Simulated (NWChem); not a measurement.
System: GaN₂H₅O; SMILES [NH2][Ga]([NH2])[OH]

The following NWChem deck was run.

```
start job
memory heap 200 mb stack 900 mb global 1100 mb
geometry units angstroms noautoz
  Ga     0.026101    -0.021767    -0.030777
  O      1.785017    -0.336124     0.042970
  H      2.325813     0.449101     0.163405
  N     -1.024975    -1.492952     0.002481
  H     -0.618839    -2.413185    -0.110531
  H     -2.001098    -1.482764    -0.261799
  N     -0.621066     1.674371    -0.000995
  H     -1.598820     1.877810    -0.166100
  H     -0.043390     2.478332    -0.210759
end
basis spherical
  * library def2-svpd
end
dft
  xc xpbe96 cpbe96
  iterations 150
end
tddft
  cis
  nroots 6
  notriplet
end
task tddft energy
```

All runs use the structure optimised with PBE0/def2-SVP.

Vertical excitations in the gas phase.

Problem. Predict the main results of this run. (PBE/def2-SVPD, TDA.) Quantities: lowest excitation, singlet (eV); oscillator strength of that lowest state; lowest state with f > 0.02, singlet (eV); oscillator strength of that bright state; orbital gap (eV).

Solution. The lowest excitation, singlet (eV) is 4.45, the oscillator strength of that lowest state comes out as 0.004 and the lowest state with f > 0.02, singlet (eV) is 4.96. The oscillator strength of that bright state comes out as 0.021 and the orbital gap (eV) is 4.34.
